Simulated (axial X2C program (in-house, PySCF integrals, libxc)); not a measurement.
Testing model relations on TaN⁻

A bond curve at the PW91 level, 2c, was computed with an axial X2C code built on PySCF integrals (basis Ta dyall-acv3z [14s15p10d7f4g], N dyall-av3z [7s7p3d2f] (cores contracted in-house)) for the state Ω = 3/2 (⟨Sz⟩ = -0.49, ⟨Lz⟩ = 1.99 at PW91). Its fit gives Re = 1.7108 Å, ωe = 1029.7 cm⁻¹, ωexe = 3.55 cm⁻¹ and αe = 2.033e-03 cm⁻¹; the masses are 180.9480 and 14.0031 u. Two-component means X2C with spin–orbit coupling and atomic mean-field Coulomb and Gaunt terms.

**Question.** Find the reduced mass, Be and the force constant.

**Answer.** From the PW91 values: μ = 12.9973 u. Be = 16.8576/(μ Re²) = 0.4431 cm⁻¹. k = 5.8918×10⁻⁷ μ ωe² = 8.12 mdyn/Å.

**Question.** Where do the fundamental and the first overtone lie?

**Answer.** ν(1←0) = ωe − 2ωexe = 1022.6 cm⁻¹; ν(2←0) = 2ωe − 6ωexe = 2038.1 cm⁻¹.

**Question.** Estimate the centrifugal constant by the Kratzer relation.

**Answer.** D = 4Be³/ωe² = 3.28e-07 cm⁻¹.

**Question.** A Morse curve ties αe to the other constants (Pekeris). How well does that hold?

**Answer.** αe(Morse) = 6Be²/ωe × (√(ωexe/Be) − 1) = 2.094e-03 cm⁻¹; the PW91 curve gives 2.033e-03 cm⁻¹, a ratio of 1.03.

Occupations by symmetry block were frozen at the best pattern of an incomplete PBE0 search. Density functionals use the spin component along the axis (collinear). Without a current term, density functionals place determinants with orbital angular momentum somewhat too high. The highest occupied level of some functionals is positive through self-interaction error; at Hartree–Fock it is bound.
